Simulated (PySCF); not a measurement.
# Mayer bond orders and bond lengths

Species: [BF4]- (charge -1).
Structure used (PBE0-D3(BJ)/def2-SVP), in Å, numbered top down from 1:
```xyz
5
BF4 angstrom
B      0.0000   -0.0001    0.0000
F      0.0163   -0.0197    1.4033
F      1.3175    0.0092   -0.4819
F     -0.6691    1.1510   -0.4446
F     -0.6648   -1.1405   -0.4768
```

Bond orders from the PBE0/pcSseg-1 density (PySCF). Isolated species at its PBE0-D3(BJ)/def2-SVP geometry, gas phase. The pcSseg-1 basis has no diffuse functions, a weakness for an anion.

Q: Set the Mayer orders of the bonds beside their lengths.

A: 
| bond | length (Å) | Mayer order |
| --- | --- | --- |
| B1–F2 | 1.404 | 0.902 |
| B1–F3 | 1.403 | 0.903 |
| B1–F4 | 1.404 | 0.902 |
| B1–F5 | 1.403 | 0.902 |

Q: Sum the orders of all bonds at each heavy atom with more than one neighbour.

A: B1 3.609. Orders between atoms that aren't bonded are not in these sums.

The Mayer order sums products of elements of PS (density times overlap matrix) between the two atoms' basis functions, so it depends on the basis set.
